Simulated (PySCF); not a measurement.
Input of a run (PBE0-D3(BJ)/def2-SVP geometry optimisation, gas phase (PySCF 2.14.0)), started from GFN2-xTB:
```
{"job": {"xc": "PBE0", "basis": "def2-SVP", "d3": "d3bj", "grid": 1, "shake": 0.01, "kind": "geom"}, "charge": 0, "multiplicity": 1}
N     -2.642530     1.058990     0.303140
Si    -1.925140    -0.430700    -0.080120
C     -0.079090    -0.401930    -0.067250
C      1.184830    -0.345850    -0.039810
Si     2.995210    -0.292780    -0.019020
H     -2.583010     1.850310    -0.358040
H     -2.580390     1.437840     1.238840
H     -2.358570    -1.350410     0.952460
H     -2.357230    -0.744130    -1.417960
H      3.428690     0.086230     1.351510
H      3.505990    -1.613710    -0.354880
H      3.450930     0.717860    -0.973770
```

Output (energies in Eh, forces in Eh/bohr):
```
step   0  E = -713.43683904  max force = 0.079646
step   1  E = -713.44151618  max force = 0.010387
step   2  E = -713.44226711  max force = 0.007627
step   3  E = -713.44354641  max force = 0.005129
step   4  E = -713.44373105  max force = 0.002867
step   5  E = -713.44379960  max force = 0.000554
step   6  E = -713.44380590  max force = 0.000248
optimisation converged
```

Summarise the run.

The energy falls by 4.4 kcal/mol over 7 energy and gradient evaluations, the largest force component goes from 0.0796 to 2.5e-04 Eh/bohr, and the atoms move by 0.042 Å rms after alignment. The bond that changes most is Si2–H9 (SiH2 silicon to Si–H hydrogen), which lengthens by 0.049 Å. Bonds longer at the end by more than 0.005 Å: 7 of 11; shorter: 2. Among the angles that change most is H8–Si2–H9, from 115.7° to 111.3°. The energy never rose by more than 1e-6 Eh on the way. The first step brought 67 % of the lowering.

What are the final bond lengths?

N1–Si2 1.725 Å, Si2–C3 1.851 Å, C3≡C4 1.226 Å, C4–Si5 1.833 Å, N1–H6 1.014 Å, N1–H7 1.014 Å, Si2–H8 1.490 Å, Si2–H9 1.490 Å, Si5–H10 1.492 Å, Si5–H11 1.492 Å, Si5–H12 1.492 Å. Numbering counts from 1 in the input's order; the species is `N[SiH2]C#C[SiH3]`.

The run used 113 basis functions and 50 SCF cycles in all.

Not checked by PBE0-D3(BJ)/def2-SVP frequencies. The numbers are those of one conformer.

The values belong to the conformer `[NH2:1][SiH2:2][C:3]#[C:4][SiH3:5]`: H–N1–Si2–C3 70°, H–N1–Si2–C3 -70°.
